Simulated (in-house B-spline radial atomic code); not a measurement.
Values are calculated unless marked as measured or tabulated.
Two electrons in InAs: a Gaussian well −V exp(−r²/w²) with V = 45.8 meV and w = 32.6 nm

For InAs the NSM archive of the Ioffe Institute lists m* = 0.023 m0 and ε = 15.15. In so narrow a gap the band flattens within tens of meV, so real spacings are smaller, by up to some tenths.

Effective-mass model with parabolic bands, a uniform dielectric constant, no image charges, no central-cell or spin-orbit terms. Two-electron levels come from full CI in B-splines with partial waves to l = 5 (up to 0.001 effective hartree above the limit).

(1) What are the effective units, and what is the potential in them?

In these units the lowest s and p orbitals lie at -8.6201 and -4.0393, and their Coulomb and exchange integrals are J_ss = 1.7396, J_sp = 1.3567 and K_sp = 0.2522. Full CI gives -15.5799 for the ground singlet, -11.5765 for the sp triplet, -11.1354 for the sp singlet and -9.0200 for the lowest triplet of two s orbitals.

(2) What does it cost to add the second electron, to first order and exactly?

(3) How far above the singlet do the triplets lie?

Answers

(1) Ha* = 27211.386 meV × 0.023/15.15² = 2.727 meV and a* = 0.0529177 nm × 15.15/0.023 = 34.86 nm. V = 16.8 Ha* and w = 0.935 a*.

(2) To first order E = 2ε_s + J_ss = -15.5007, so the charging energy E(2) − 2E(1) is J_ss = 4.744 meV. CI gives -15.5799 − 2 × (-8.6201) = 1.6603, or 4.527 meV: relaxation and correlation lower it by 0.2162 meV, 4.6 % of J_ss. The s² configuration of one-electron orbitals holds 99.2 % of the state, and the mean radius is 18.9 nm. The second electron is bound by ε_s − E = 18.98 meV, against 23.51 meV for the first.

(3) To first order the sp triplet lies at ε_s + ε_p + J_sp − K_sp = -11.5550, which is 10.76 meV above 2ε_s + J_ss. CI gives -11.5765 − (-15.5799) = 4.0034, or 10.92 meV, 87 % of the orbital spacing of 12.49 meV. The ss triplet lies 17.89 meV up, so the lower of the two is the sp one, and its gap equals k_BT at 127 K. The sp singlet-triplet splitting is 1.203 meV, against 2K_sp = 1.376 meV.
